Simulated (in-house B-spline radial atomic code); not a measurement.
Ionising the chromium ion Cr⁷⁺ with different functionals

Computed with a radial B-spline atomic code at the basis-set limit: scalar-relativistic (spin-free X2C) Hamiltonian, Fermi nucleus of rms radius 3.6452 fm, spin-polarised at highest spin, spherical fractional occupations for the functionals, and exact exchange of hybrids averaged over the configuration. The ionisation energy is the difference of two self-consistent energies, [Ne] 3s2 3p5 → [Ne] 3s2 3p4, without Breit or QED terms; ε is the level of the shell that loses the electron (its least bound occupied spin orbital).

| method | rung | ΔSCF (eV) | -ε(3p) (eV) |
| --- | --- | --- | --- |
| PBE0 | global hybrid | 184.69 | 175.79 |
| B3LYP | global hybrid | 184.76 | 175.17 |
| TPSSh | global hybrid | ? | ? |
| BHandHLYP | global hybrid | 184.46 | 178.82 |
| r2SCAN0 | global hybrid | 184.78 | 176.13 |
| B97-1 | global hybrid | 184.74 | 175.29 |
| HSE06 | range-separated hybrid | 184.67 | 175.34 |
| wB97X | range-separated hybrid | 184.68 | 178.25 |
| CAM-B3LYP | range-separated hybrid | ? | ? |
| LC-wPBE | range-separated hybrid | 184.85 | 178.30 |

Q: What does CAM-B3LYP give?

A: ΔSCF 184.68 eV, and -ε(3p) = 177.16 eV.

Q: What does TPSSh give?

A: ΔSCF 184.81 eV, and -ε(3p) = 174.02 eV.

Q: Among the functionals, which spreads more, the ΔSCF values or the orbital energies?

A: The orbital energies: ΔSCF values span about 0.39 eV and the orbital energies 4.80 eV; here energy differences depend much less on the functional than eigenvalues do.

Q: How do they compare with the NIST value?

A: NIST lists 184.8 eV ± 0.15 (semi-empirical, ground level to ground level). Errors run from -0.30 to +0.09 eV; all lie within about twice that uncertainty, so the table can't rank the methods.
